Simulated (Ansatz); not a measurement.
`N#COC(F)[SiH3]` → 2 C• + F• + 4 H• + N• + O• + Si•  (atomization)

Calculated with Ansatz (gas phase, PBE0-D4/def2-TZVP geometries, no zero-point term in ΔE). CCSD(T)/CBS is the MP2 limit (def2-TZVPP, def2-QZVPP) plus CCSD(T) − MP2 in def2-TZVPP, frozen cores. This one scheme is used for every species, atoms too. DFT in def2-TZVPP. No spin–orbit coupling; open shells (•) take unrestricted orbitals. Spin–orbit coupling would lower the free atoms: a little for C, F, O, Si. Each species was taken in one conformer, which may not be the lowest.

(1) What is ΔE at CCSD(T)/CBS? (An estimate is asked.)

(2) What do these levels give: PBE, PBE0, MP2/def2-TZVPP, MP2/def2-QZVPP, HF/CBS(def2), CCSD/CBS(def2)? (Best estimate.)

Largest T1 diagnostic among the species: 0.014.

Answers

(1) Ansatz gave: +907.0 kcal/mol.

(2) Computed: PBE 938.0, PBE0 905.6, MP2/def2-TZVPP 906.9, MP2/def2-QZVPP 923.4, HF/CBS(def2) 608.4, CCSD/CBS(def2) 887.0 kcal/mol.

In def2-TZVPP, CCSD(T) changes the Hartree–Fock value by +272.4 kcal/mol (the triples alone add +20.0 kcal/mol) and MP2 by +300.2 kcal/mol; breaking electron pairs costs correlation energy, which Hartree–Fock lacks. From PBE to PBE0 (25 % exact exchange), in def2-TZVPP and without D4, ΔE moves by −32.4 kcal/mol: exact exchange takes away binding that semilocal exchange gives to molecules.

For atomizations the MP2-based limit and the directly extrapolated one differ by several kJ/mol either way, and by 10 to 25 for some Ge, Se and Sn compounds, so smaller differences from it don't rank the levels.
